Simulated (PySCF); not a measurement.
**NbO2: fields on a plane**

Computed with UPBE0/[Nb def2-TZVP with ECP28, O def2-TZVP], scalar-relativistic core potentials, density fitting, no spin–orbit coupling, PySCF.

The doublet minimum has Nb–O 1.700 Å (×2); O–Nb–O 104.9°.

The plane holds Nb1 at (0.00, 0.00), O2 at (1.70, 0.00), O3 at (-0.44, 1.64) Å. Columns run from x = -2.55 to 4.05 Å, rows from y = 4.05 (top) to -1.95 Å, in steps of 0.3 Å. Other isomers or separated fragments may lie lower. Core electrons replaced by a potential are absent, the electrostatic potential uses the reduced nuclear charge, and values within about 0.7 Å of such atoms have no physical meaning.

Q: Give the electrostatic potential (V) (cut at 20 V). Every second row and column.

A: 
```
-0.5 -0.6 -0.8 -1.0 -1.0 -1.0 -0.9 -0.8 -0.7 -0.6 -0.5 -0.4
-0.5 -0.8 -1.2 -1.4 -1.5 -1.4 -1.1 -0.9 -0.8 -0.7 -0.6 -0.5
-0.6 -1.1 -1.6 -1.8 -1.9 -1.9 -1.5 -1.1 -1.0 -0.8 -0.7 -0.6
-0.6 -1.1 -1.0  8.2  8.5 -1.2 -1.6 -1.3 -1.2 -1.1 -0.9 -0.7
-0.3 -0.8  1.1 20.0 20.0  2.3 -0.8 -1.4 -1.6 -1.4 -1.1 -0.8
 0.4  0.4  1.7 14.9 20.0 10.8  2.6 -0.4 -1.8 -1.9 -1.4 -0.9
 1.2  2.3  6.4 20.0 20.0 20.0 13.7 20.0  6.1 -1.9 -1.5 -1.0
 1.8  3.5  9.2 20.0 20.0 20.0 20.0 20.0 18.7 -1.6 -1.5 -1.0
 1.9  3.5  7.3 18.4 20.0 20.0  7.3  5.9  0.6 -1.5 -1.2 -0.8
 1.7  2.7  4.6  7.5  9.8  7.7  2.9 -0.1 -1.0 -1.1 -0.8 -0.6
 1.4  2.0  2.8  3.6  4.0  3.2  1.6  0.3 -0.3 -0.5 -0.5 -0.4
```

Q: Give the electron localisation function (set to 0 where the density is under 0.005 e/Å³). Every second row and column.

A: 
```
0.00 0.00 0.00 0.00 0.00 0.00 0.00 0.00 0.00 0.00 0.00 0.00
0.00 0.00 0.00 0.07 0.09 0.00 0.00 0.00 0.00 0.00 0.00 0.00
0.00 0.00 0.22 0.54 0.58 0.33 0.00 0.00 0.00 0.00 0.00 0.00
0.00 0.18 0.63 0.88 0.90 0.66 0.08 0.00 0.00 0.00 0.00 0.00
0.00 0.32 0.76 0.49 0.34 0.71 0.05 0.03 0.09 0.00 0.00 0.00
0.00 0.22 0.64 0.79 0.65 0.25 0.18 0.58 0.60 0.28 0.00 0.00
0.00 0.06 0.09 0.44 0.80 0.80 0.59 0.82 0.89 0.58 0.09 0.00
0.00 0.05 0.10 0.86 0.01 0.79 0.63 0.32 0.88 0.61 0.09 0.00
0.00 0.16 0.08 0.34 0.83 0.64 0.45 0.83 0.74 0.35 0.00 0.00
0.00 0.42 0.24 0.09 0.11 0.07 0.18 0.46 0.34 0.10 0.00 0.00
0.00 0.00 0.52 0.30 0.12 0.05 0.05 0.07 0.00 0.00 0.00 0.00
```

With open d or f shells other occupations or spin states may lie lower.
